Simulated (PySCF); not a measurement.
Te(I)(OMe) (CH3IOTe), SMILES CO[Te]I. Atoms are numbered in the order given.

```xyz
7

Te     0.5167    -0.6882     0.8641
I     -1.1079     1.0828    -0.4808
O      2.0085    -0.8535    -0.4543
C      1.7683    -1.5788    -1.6468
H      1.0451    -1.0592    -2.3018
H      2.7333    -1.6422    -2.1756
H      1.3964    -2.6019    -1.4566
```

Coordinates come from a B3LYP-D3(BJ)/def2-SVP optimisation. The structure was generated by enumeration, and PubChem lists no compound with its InChIKey, so it may never have been made. The def2 effective core potentials stand for the cores of I, Te; spin–orbit coupling is left out. One conformer was computed; it need not be the lowest.

Computed with PBE/def2-TZVP in PySCF.

ESP charges are fitted to the potential on shells at 1.4 to 2.0 van der Waals radii. Atomic charges (e):

```csv
atom,ESP fit,Mulliken,Löwdin
Te1,0.17,[?],0.30
I2,-0.08,-0.14,-0.06
O3,-0.22,-0.36,-0.14
C4,-0.15,[?],-0.43
H5,0.07,[?],0.10
H6,0.13,[?],0.12
H7,0.08,[?],0.10
```

**Question.** Fill in the missing entries. (Estimate from the structure and the level; the computed values follow.)

**Answer.** 
- Te1, Mulliken: 0.31
- C4, Mulliken: -0.19
- H5, Mulliken: 0.13
- H6, Mulliken: 0.13
- H7, Mulliken: 0.12

**Question.** Give the Mayer and Wiberg (Löwdin basis) orders of the bonds. (An estimate is asked for; the answer gives what the named calculation found.)

**Answer.** 
```tsv
bond	Mayer	Wiberg
Te1–I2	1.11	1.56
Te1–O3	1.02	1.37
O3–C4	0.98	1.61
C4–H5	0.96	0.94
C4–H6	0.95	0.93
C4–H7	0.96	0.94
```
